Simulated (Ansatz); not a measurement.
Job for Ansatz (a first-principles code): R-r2SCAN/def2-TZVPP on BrHSi (SMILES [SiH]Br), atoms moved off the minimum.

Ansatz 0.2 input:
```yaml
crystal:
  periodic: [false, false, false]
  atoms:
    - {symbol: Si, position_ang: [-0.88675132, -0.77471152, 1.06172878]}
    - {symbol: H, position_ang: [-1.88989190, -1.12891126, 0.02998171]}
    - {symbol: Br, position_ang: [0.39340209, 0.28032855, -0.39012794]}
basis:
  gaussian:
    orbitals: def2-TZVPP
hamiltonian:
  xc: {name: r2SCAN}
scf: {lower_state_search: off}
output: {forces: true}
```

Output:

```
WARN ansatz: RAYON_NUM_THREADS=1 ignored (pool sized by the plan → 1); use --threads N
Functional definition: r2SCAN
these checks for a lower state are left out or cut short: stability, starts, cluster_reference, orbital_swaps, neighbouring_geometries, increment
integrals: 0.03 GiB planned
723 factors; their error is unknown
mean field: 0.26 GiB planned
mean field evaluation 1: about -77938.3242 eV, gradient 1.2e1 eV
mean field evaluation 2: about -77938.5114 eV, gradient 8.8e0 eV
mean field evaluation 4: about -77938.7654 eV, gradient 1.4e0 eV
mean field evaluation 8: about -77938.7290 eV, gradient 1.0e-1 eV
mean field evaluation 16: about -77938.7290 eV, gradient 8.8e-5 eV
mean field -77938.72898276 eV, -2864.1954613484 hartree, gradient 4.8e-6 eV, S^2 0.000000; 0 other end points of the search recorded, 0 dependent functions left out
the calculation of the forces begins
reference -77938.72899114 eV, -2864.1954616564 hartree; 25, 25 occupied and 79, 79 virtual orbitals, 723 factors
Total energy: -77938.72899114 eV, -2864.1954616564 hartree
Atom 0 at    -0.886751    -0.774712     1.061729 Å, force     0.108600    -0.119512     0.836421 eV/Å
Atom 1 at    -1.889892    -1.128911     0.029982 Å, force    -0.549124    -0.221731    -0.436968 eV/Å
Atom 2 at     0.393402     0.280329    -0.390128 Å, force     0.440525     0.341243    -0.399453 eV/Å
Dipole moment:    -0.128691    -0.082924     0.039730 e Å
Checks for a lower state left out: stability, starts, cluster_reference, orbital_swaps, neighbouring_geometries, increment
```

The run converged.

Cost: around 1.8 core-seconds (rough).
